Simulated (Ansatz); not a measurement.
`C=C[SiH2]Br` + silanol → `[SiH3]O[SiH2]Br` + ethylene  (ligand exchange at the Si–C bond)

Gas-phase electronic energies from Ansatz, PBE0-D4/def2-TZVP geometries. CBS: MP2 limit from def2 TZ/QZ plus the TZ coupled-cluster correction, frozen cores. This one scheme is used for every species. For Br outer-core shells are correlated without core-valence functions, which leaves a few kJ/mol of doubt a bond. Scalar relativity is left out up to krypton. One conformer a species, not always the lowest.

```csv
species,CCSD(T)/CBS(def2) energy (Eh)
`C=C[SiH2]Br`,-2941.53535
`O[SiH3]`,-366.69042
`[SiH3]O[SiH2]Br`,-3229.78766
`C=C`,-78.48111
```

(1) Work out ΔE.

Largest T1 diagnostic among the species: 0.011.

Results:

(1) ΔE = (-3229.78766) + (-78.48111) − (-2941.53535) − (-366.69042) = -0.04300 Eh = -27.0 kcal/mol.

In def2-TZVPP, CCSD(T) changes the Hartree–Fock value by +4.2 kcal/mol (the triples alone add +0.7 kcal/mol) and MP2 by +4.4 kcal/mol. At CCSD(T), def2-SVP lies +0.7 kcal/mol from the extrapolated value and def2-TZVPP +0.1 kcal/mol.
